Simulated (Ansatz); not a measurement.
Two members of one family (Series (H2AlX)2), computed with Ansatz in the gas phase; def2 core potentials for I, no spin–orbit coupling. The two geometries come from different levels. Binding counts from free atoms in the multiplicity of their measured ground term, without zero-point energy. A dash marks a value that wasn't run or was left out as unsound. The structures are stationary points that may keep the symmetry of their start.

First: (H2Al-mu-Cl)2 (singlet, charge 0, r2SCAN-D4/def2-SVP geometry).

| atom | x (Å) | y (Å) | z (Å) |
| --- | --- | --- | --- |
| Al1 | 0.955 | -1.341 | -0.072 |
| H2 | 2.484 | -1.129 | 0.245 |
| H3 | 0.229 | -2.687 | -0.449 |
| Cl4 | 0.292 | 0.293 | -1.586 |
| Al5 | -0.956 | 1.340 | 0.072 |
| H6 | -2.483 | 1.118 | -0.246 |
| H7 | -0.239 | 2.692 | 0.448 |
| Cl8 | -0.284 | -0.287 | 1.588 |

```csv
level,HOMO (eV),LUMO (eV),gap (eV),vertical IE (eV),vertical triplet (eV),binding per atom (eV)
PBE-D4/def2-SVP,-7.11,-1.66,5.45,–,–,2.82
PBE-D4/def2-TZVP,-7.14,-1.75,5.38,9.70,5.21,2.79
revPBE-D4/def2-TZVP,-7.12,-1.62,5.50,–,–,2.75
r2SCAN-D4/def2-TZVP,-7.47,-1.35,6.12,9.93,5.60,2.87
BHLYP-D4/def2-TZVP,-9.65,-0.15,9.50,–,–,2.80
```

Second: (H2Al-mu-I)2 (singlet, charge 0, PBE-D4/def2-SVP geometry).

```xyz
8

Al   -1.1910    0.5155   -1.2737
H    -2.7093    0.1625   -0.9598
H    -0.6107    1.2560   -2.5555
I    -0.1951    1.7775    0.9011
Al    1.1879   -0.5169    1.2760
H     2.7227   -0.1904    1.0164
H     0.5502   -1.2514    2.5336
I     0.2452   -1.7528   -0.9380
```

Problem. What does the change do? Estimate second minus first.

Solution. 
```
              level  Δ HOMO (eV)  Δ LUMO (eV)  Δ gap (eV)  Δ vertical IE (eV)  Δ vertical triplet (eV)  Δ binding per atom (eV)
    PBE-D4/def2-SVP         0.43        -0.28       -0.71                   –                        –                    -0.35
   PBE-D4/def2-TZVP         0.45        -0.28       -0.73               -0.70                    -0.60                    -0.33
revPBE-D4/def2-TZVP         0.46        -0.31       -0.77                   –                        –                    -0.33
r2SCAN-D4/def2-TZVP         0.47        -0.39       -0.86               -0.69                    -0.65                    -0.35
 BHLYP-D4/def2-TZVP         0.76        -0.27       -1.03                   –                        –                    -0.33
```
